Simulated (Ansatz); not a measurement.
Consider the ligand exchange at the Si–C bond: `C[Si]S` + `O[SiH3]` → `[SiH3]O[Si]S` + CH₄.

Computed with Ansatz on PBE0-D4/def2-TZVP structures; ΔE is electronic, products minus reactants. CCSD(T)/CBS is the MP2 limit (def2-TZVPP, def2-QZVPP) plus CCSD(T) − MP2 in def2-TZVPP, frozen cores. This one scheme is used for every species. Functionals use def2-TZVPP. B3LYP here is the variant with VWN-RPA as its local correlation; programs differ in this. HSE06 is defined as in plane-wave codes. One conformer a species, not always the lowest.

```json
{"level": "LDA (SPW92)", "ΔE (kcal/mol)": "-32.0", "difference from CCSD(T)/CBS": "2.1"}
{"level": "PBE-D4", "ΔE (kcal/mol)": "-32.5", "difference from CCSD(T)/CBS": "1.6"}
{"level": "revPBE-D4", "ΔE (kcal/mol)": "-32.3", "difference from CCSD(T)/CBS": "1.8"}
{"level": "BLYP-D4", "ΔE (kcal/mol)": "-36.2", "difference from CCSD(T)/CBS": "-2.1"}
{"level": "r2SCAN-D4", "ΔE (kcal/mol)": "-34.4", "difference from CCSD(T)/CBS": "-0.3"}
{"level": "B97M-V", "ΔE (kcal/mol)": "-35.2", "difference from CCSD(T)/CBS": "-1.1"}
{"level": "B3LYP-D4", "ΔE (kcal/mol)": "-36.2", "difference from CCSD(T)/CBS": "-2.1"}
{"level": "r2SCANh-D4", "ΔE (kcal/mol)": "-34.3", "difference from CCSD(T)/CBS": "-0.2"}
{"level": "r2SCAN0-D4", "ΔE (kcal/mol)": "-34.2", "difference from CCSD(T)/CBS": "-0.1"}
{"level": "BHLYP-D4", "ΔE (kcal/mol)": "-37.1", "difference from CCSD(T)/CBS": "-3.0"}
{"level": "CAM-B3LYP-D4", "ΔE (kcal/mol)": "-36.6", "difference from CCSD(T)/CBS": "-2.5"}
{"level": "ωB97X-V", "ΔE (kcal/mol)": "-34.5", "difference from CCSD(T)/CBS": "-0.4"}
{"level": "ωB97M-V", "ΔE (kcal/mol)": "-34.8", "difference from CCSD(T)/CBS": "-0.7"}
{"level": "B2PLYP", "ΔE (kcal/mol)": "-35.6", "difference from CCSD(T)/CBS": "-1.5"}
{"level": "PBE-QIDH", "ΔE (kcal/mol)": "-33.5", "difference from CCSD(T)/CBS": "0.6"}
{"level": "PBE", "ΔE (kcal/mol)": "-32.0", "difference from CCSD(T)/CBS": "2.1"}
{"level": "revPBE", "ΔE (kcal/mol)": "-31.8", "difference from CCSD(T)/CBS": "2.3"}
{"level": "BLYP", "ΔE (kcal/mol)": "-35.4", "difference from CCSD(T)/CBS": "-1.3"}
{"level": "r2SCAN", "ΔE (kcal/mol)": "-34.2", "difference from CCSD(T)/CBS": "-0.1"}
{"level": "PBE0", "ΔE (kcal/mol)": "-32.3", "difference from CCSD(T)/CBS": "1.8"}
{"level": "B3LYP", "ΔE (kcal/mol)": "-35.4", "difference from CCSD(T)/CBS": "-1.3"}
{"level": "r2SCANh", "ΔE (kcal/mol)": "-34.1", "difference from CCSD(T)/CBS": "0.0"}
{"level": "r2SCAN0", "ΔE (kcal/mol)": "-34.0", "difference from CCSD(T)/CBS": "0.1"}
{"level": "HSE06", "ΔE (kcal/mol)": "-32.2", "difference from CCSD(T)/CBS": "1.9"}
{"level": "BHLYP", "ΔE (kcal/mol)": "-36.1", "difference from CCSD(T)/CBS": "-2.0"}
{"level": "CAM-B3LYP", "ΔE (kcal/mol)": "-36.0", "difference from CCSD(T)/CBS": "-1.9"}
{"level": "LC-ωPBE", "ΔE (kcal/mol)": "-33.1", "difference from CCSD(T)/CBS": "1.0"}
{"level": "RPA@PBE/def2-TZVPP", "ΔE (kcal/mol)": "-34.4", "difference from CCSD(T)/CBS": "-0.3"}
{"level": "HF/def2-SVP", "ΔE (kcal/mol)": "-36.5", "difference from CCSD(T)/CBS": "-2.4"}
{"level": "MP2/def2-SVP", "ΔE (kcal/mol)": "-35.7", "difference from CCSD(T)/CBS": "-1.6"}
{"level": "CCSD/def2-SVP", "ΔE (kcal/mol)": "-35.2", "difference from CCSD(T)/CBS": "-1.1"}
{"level": "CCSD(T)/def2-SVP", "ΔE (kcal/mol)": "-35.2", "difference from CCSD(T)/CBS": "-1.1"}
{"level": "HF/def2-TZVPP", "ΔE (kcal/mol)": "-37.1", "difference from CCSD(T)/CBS": "-3.0"}
{"level": "MP2/def2-TZVPP", "ΔE (kcal/mol)": "-34.9", "difference from CCSD(T)/CBS": "-0.8"}
{"level": "CCSD/def2-TZVPP", "ΔE (kcal/mol)": "-34.7", "difference from CCSD(T)/CBS": "-0.6"}
{"level": "CCSD(T)/def2-TZVPP", "ΔE (kcal/mol)": "-34.5", "difference from CCSD(T)/CBS": "-0.4"}
{"level": "HF/def2-QZVPP", "ΔE (kcal/mol)": "-37.4", "difference from CCSD(T)/CBS": "-3.3"}
{"level": "MP2/def2-QZVPP", "ΔE (kcal/mol)": "-34.8", "difference from CCSD(T)/CBS": "-0.7"}
{"level": "SCS-MP2/def2-QZVPP", "ΔE (kcal/mol)": "-35.4", "difference from CCSD(T)/CBS": "-1.3"}
{"level": "MP2/CBS(def2)", "ΔE (kcal/mol)": "-34.5", "difference from CCSD(T)/CBS": "-0.4"}
{"level": "CCSD(T)/CBS", "ΔE (kcal/mol)": "-34.1", "difference from CCSD(T)/CBS": "0"}
```

Largest T1 diagnostic among the species: 0.015.

From BLYP to BHLYP (50 % exact exchange), in def2-TZVPP and without D4, ΔE moves by −0.8 kcal/mol. Leaving LDA and LC-ωPBE aside and taking each functional with its dispersion term where it has one, the values spread over 4.7 kcal/mol, from BHLYP-D4 to revPBE-D4. The D4 term adds −0.8 kcal/mol with B3LYP and −0.5 kcal/mol with PBE0; it sums over pairs of atoms, weighted by their polarisabilities, and B3LYP, whose exchange is more repulsive, gets the larger term.
